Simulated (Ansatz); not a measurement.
CH₇BOSi₂, SMILES `C[Si]1([SiH3])BO1`, relaxed with RKS PBE0-D4/def2-TZVP in Ansatz from a PBE-D4/def2-SVP geometry. The force threshold is 0.005 eV/Å; the program also tests the step.

The species carries charge 0 and has multiplicity 1.

Start:

```xyz
12

C    -1.071   -0.887    1.228
Si    0.317    0.040    0.342
Si   -0.436    1.275   -1.506
B     2.189   -0.371    0.629
O     1.582   -1.168   -0.258
H    -1.755   -0.165    1.719
H    -1.665   -1.492    0.512
H    -0.658   -1.559    2.007
H    -1.203    0.407   -2.472
H     0.732    1.895   -2.224
H    -1.355    2.374   -1.036
H     3.323   -0.347    1.058
```

(1) How much energy does the relaxation release, and in how many steps? (Estimate.)

(2) Which bonds change most? (An estimate is asked.)

(3) Give the relaxed structure. (Best estimate.)

Results:

(1) The calculation gave: 7.88 kJ/mol, in 12 steps.

(2) The calculation gave: Si2–O5 from 1.849 to 1.765 Å; Si2–B4 from 1.938 to 1.906 Å; C1–Si2 from 1.889 to 1.867 Å; B4–H12 from 1.213 to 1.191 Å.

(3) The calculation gave: 
```xyz
12

C    -1.060   -0.907    1.203
Si    0.314   -0.029    0.293
Si   -0.434    1.261   -1.505
B     2.162   -0.317    0.657
O     1.581   -1.146   -0.221
H    -1.720   -0.176    1.677
H    -1.662   -1.508    0.517
H    -0.656   -1.559    1.981
H    -1.291    0.468   -2.429
H     0.731    1.797   -2.257
H    -1.241    2.400   -0.987
H     3.277   -0.283    1.072
```
